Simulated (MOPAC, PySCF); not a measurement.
HCl3Sn, SMILES `[Cl][SnH]([Cl])[Cl]`, neutral singlet in the gas phase. 

Cartesian coordinates (Å):
SMILES: [SnH]([Cl])([Cl])[Cl]
```xyz
5

Cl    -1.7879    -1.2097    -0.6861
Sn     0.0051    -0.0084     0.1687
Cl    -0.2120     2.1836    -0.5638
Cl     1.9390    -0.8724    -0.7811
H      0.0559    -0.0930     1.8623
```
Charge 0, spin multiplicity 1.

All levels are single points at this geometry (B3LYP-D3(BJ)/def2-TZVP); Pople sets use spherical d functions. Orbital energies aren't observables, and empty levels follow the basis.

| level | HOMO (eV) | LUMO (eV) | gap (eV) | dipole (D) | vertical IE, Delta-SCF (eV) |
|---|---|---|---|---|---|
| B3LYP-D3(BJ)/def2-TZVP in PySCF | -9.11 | -2.77 | 6.33 | 2.07 | 11.22 |
| PBE-D3(BJ)/def2-TZVP in PySCF | -7.97 | -3.38 | 4.59 | 1.98 | – |
| B3LYP/6-31G* (LANL2DZ on Sn) in PySCF | -9.21 | -2.81 | 6.40 | 2.44 | 11.39 |
| B3LYP/LANL2DZ in PySCF | -9.34 | -3.07 | 6.26 | 2.93 | – |
| BP86/6-31G* (LANL2DZ on Sn) in PySCF | -8.18 | -3.56 | 4.62 | 2.33 | – |
| M06-2X/6-31G* (LANL2DZ on Sn) in PySCF | -10.90 | -1.83 | 9.07 | 2.58 | – |
| PBE/6-31G* (LANL2DZ on Sn) in PySCF | -8.08 | -3.47 | 4.61 | 2.33 | 10.90 |
| HF/6-31G* (LANL2DZ on Sn) in PySCF | -12.97 | 0.76 | 13.73 | 2.84 | 12.35 |
| AM1 in MOPAC | -11.46 | -2.78 | 8.68 | 3.59 | – |
